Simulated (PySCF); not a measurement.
Harmonic spectrum computed at PBE0 in the def2-TZVP basis family (core potentials from Rb on, PySCF, no spin–orbit coupling):

| ω (cm⁻¹) | IR (km/mol) |
| --- | --- |
| 114 | 11.4 |
| 351 | 64.2 |
| 556 | 21.7 |

Problem. Which molecule gave it? In each, all ligands are bound to the one heavy central atom.
A. CuOCl (triplet)
B. TlOCl (singlet)
C. SnOCl (doublet)
D. IOCl (singlet)
E. GaOCl (singlet)

Solution. C. It has Cs symmetry with Sn–Cl 2.361 Å, Sn–O 1.982 Å.
